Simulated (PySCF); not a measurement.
# Dipole moment and polarisability of `[SiH3]c1nnncc1C1CC1`

Species: C6H9N3Si.
Numbering: `[SiH3:1][c:2]1[n:3][n:4][n:5][cH:6][c:7]1[CH:8]1[CH2:9][CH2:10]1` (hydrogens: H11, H12, H13 on Si1; H14 on C6; H15 on C8; H16, H17 on C9; H18, H19 on C10)

Geometry (PBE0-D3(BJ)/def2-SVP, Å), atoms numbered from 1 in this order:
```
atom  x, y, z in Å
Si1    2.2952   -1.8071    0.1472
C2     1.6305   -0.0377   -0.0593
N3     2.5851    0.8967   -0.1950
N4     2.2898    2.1602   -0.3514
N5     1.0416    2.5575   -0.3861
C6     0.0534    1.6806   -0.2568
C7     0.2720    0.3140   -0.0795
C8    -0.8103   -0.6772    0.0680
C9    -2.0789   -0.5551   -0.7466
C10   -2.1213   -0.3021    0.7177
H11    1.8348   -2.3681    1.4547
H12    1.7512   -2.6760   -0.9417
H13    3.7789   -1.7615    0.0901
H14   -0.9546    2.1094   -0.2991
H15   -0.4623   -1.6969    0.2549
H16   -2.5130   -1.4794   -1.1356
H17   -2.1509    0.2974   -1.4277
H18   -2.2304    0.7272    1.0707
H19   -2.5838   -1.0495    1.3669
```

Level: CAM-B3LYP/def2-SVPD (PySCF), static field, nuclei fixed, core orbitals frozen in the response. The polarisability tensor in these axes (au):

```
x   134.93   1.03  -0.60
y     1.03 124.83  -5.19
z    -0.60  -5.19  82.96
```

Task: Give the principal values, the mean and the anisotropy Δα = √{½[(α1 − α2)² + (α2 − α3)² + (α1 − α3)²]}.

Result: Principal values 82.32, 125.34 and 135.06 au; mean 114.24 au = 16.93 Å³ = 18.84 × 10⁻⁴⁰ C²·m²/J; Δα = 48.61 au (43 % of the mean).

Task: What is the dipole moment, and where does it point?

Result: (-4.63, -3.85, 0.54) D, 6.04 D in size, pointing from the negative to the positive side. Measured along this direction, the outermost atoms are N4 at the negative end and H19 and H16 at the positive end.

Task: What depolarisation ratio follows for Rayleigh scattering of linearly polarised light, taking the static tensor?

Result: ρ = 3Δα²/(45ᾱ² + 4Δα²) = 7090.0/(587287 + 9453.3) = 0.0119.

Task: Form Σ f/ω² (atomic units) for the 10 lowest TDDFT singlets, given as eV and f, and set it beside the mean polarisability, which is this sum over all singlets: 3.82, 0.0054; 4.00, 0.0002; 4.13, 0.0006; 4.22, 0.0048; 5.52, 0.0379; 5.87, 0.2284; 6.93, 0.2942; 6.96, 0.0036; 7.12, 0.0842; 7.18, 0.0004.

Result: They add up to 12.16 au, 10.6 % of the 114.24 au; the largest single term is 4.91 au, from the state at 5.87 eV. Terms in order: 0.27, 0.01, 0.02, 0.20, 0.92, 4.91, 4.54, 0.05, 1.23, 0.01 au. Higher excitations give the rest. The strengths listed sum to 0.660.

Task: Give the eigenvalues of the traceless quadrupole moment Θ = ½Σq(3rr − r²1), origin at the centre of nuclear charge.

Result: -13.50, 5.49, 8.01 D·Å. The values depend on the origin, since the dipole doesn't vanish. The electronic extent ⟨r²⟩ about the same centre is 1752 bohr², a root-mean-square distance of 2.48 Å for the 80 electrons.

Task: Refractivity n − 1 of an ideal gas of it at 500 K and 1 atm, from the electronic α?

Result: N = p/kT = 1.4678 × 10¹⁹ cm⁻³, so n − 1 = 2π × N × 16.93 × 10⁻²⁴ cm³ = 1561 × 10⁻⁶ at long wavelengths, for an ideal gas.

Isolated species at its PBE0-D3(BJ)/def2-SVP geometry (one conformer only).
